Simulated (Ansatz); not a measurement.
Reactions of C3H10Si2 (`C=C([SiH3])[SiH2]C`).

Calculated with Ansatz (gas phase, PBE0-D4/def2-TZVP geometries, no zero-point term in ΔE). CCSD(T)/CBS is the MP2 limit (def2-TZVPP, def2-QZVPP) plus CCSD(T) − MP2 in def2-TZVPP, frozen cores. This one scheme is used for every species. Functionals use def2-TZVPP. B3LYP here is the variant with VWN-RPA as its local correlation; programs differ in this. Triplets are unrestricted, without spin–orbit coupling. For Se, Zn outer-core shells are correlated without core-valence functions, which leaves a few kJ/mol of doubt a bond. Scalar relativity is left out up to krypton. Each species was taken in one conformer, which may not be the lowest.

| reaction | B3LYP-D4 (kcal/mol) |
| --- | --- |
| `C=C([SiH3])[SiH2]C` + `C[SeH]` → `C[SiH2][Se]C` + `C=C[SiH3]` | -13.3 |
| `C=C([SiH3])[SiH2]C` + SiH₄ → `C=C([SiH3])[SiH2][SiH3]` + CH₄ | -2.3 |
| `C=C([SiH3])[SiH2]C` + `C[N](C)[AlH][OH]` → `C[O][AlH][N](C)C` + `C=C([SiH3])[SiH3]` | 22.7 |
| `C=C([SiH3])[SiH2]C` + `BS` → `BSC(=C)[SiH3]` + `C[SiH3]` | 8.0 |
| `C=C([SiH3])[SiH2]C` + `NB(O)F` → `C[SiH2]OB(N)F` + `C=C[SiH3]` | -24.0 |
| `C=C([SiH3])[SiH2]C` → `C=C[SiH3]` + `C[SiH]` | 56.5 |
| `C=C([SiH3])[SiH2]C` + H₂ → `C=C([SiH3])[SiH3]` + CH₄ | -6.4 |
| `C=C([SiH3])[SiH2]C` + BH₃ → `BC(=C)[SiH2]C` + SiH₄ | -6.8 |
| `C=C([SiH3])[SiH2]C` + `[NH2][ZnH]` → `C[SiH2][NH][ZnH]` + `C=C[SiH3]` | -14.3 |
| `C=C([SiH3])[SiH2]C` → `C=C([SiH3])[SiH3]` + `[CH2]` (triplet) | 112.7 |

Give the CCSD(T)/CBS values in the same order. (Best estimate.)

The calculation gave: -14.1, -1.5, 25.2, 8.6, -23.6, 57.8, -5.6, -6.0, -14.5, 114.6 kcal/mol.

Largest T1 diagnostic: 0.016, for `[NH2][ZnH]`.
